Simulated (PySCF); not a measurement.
An unknown shows these calculated signals:

1H NMR (300 MHz, computed): δ 7.71 (s, 1H), 5.97 (m, 1H), 5.68 (m, 1H), 5.58 (m, 1H), 4.51 (d, 2H), 2.49 (s, 3H).

13C{1H} NMR (computed): δ 153.5 (C), 146.1 (CH), 143.4 (CH), 125.8 (CH2), 51.0 (CH2), 13.1 (CH3).

Method: GFN2-xTB geometry, σ from GIAO-PBE0/pcSseg-1, in PySCF (non-relativistic, rapidly exchanging positions averaged, a single conformation, in vacuum).

Shifts are taken against calculated references (same method and geometry level): 1H (σ = 31.72 ppm) and 13C (σ = 186.93 ppm) against TMS.

**Question.** Which of these does the molecule contain: an OH group, a methoxy group, a non-aromatic C=C double bond, a heteroaromatic ring, a three-membered ring, a vinyl group CH=CH2?

**Answer.** 
- An OH group: no.
- A methoxy group: no.
- A non-aromatic C=C double bond: yes.
- A heteroaromatic ring: yes.
- A three-membered ring: no.
- A vinyl group CH=CH2: yes (δC 125.8, 143.4; δH 5.58 (m), 5.68 (m), 5.97 (m)).

The data belong to `C=CCn1cnnc1C`, C₆H₉N₃; they needn't prove each group on their own.

Carbon signals by region: 4 in the sp2 and nitrile region (100–160 ppm), 1 at 50–100 ppm, 1 below 50 ppm.

Shifts are as computed. Against solution values, carbons near 30 ppm lie about +3 ppm off and those near 130 ppm about +5 ppm. Of 1211 compounds with measured shifts, 218 miss one by over three times the rms of a fit or turn the order of signals round; such compounds aren't used in these exercises. No couplings were computed; multiplicities are counted from neighbouring protons, with m where these are inequivalent, close in shift, in a saturated or five-membered ring or joined by F or P, and br s for small geminal =CH2 splittings.
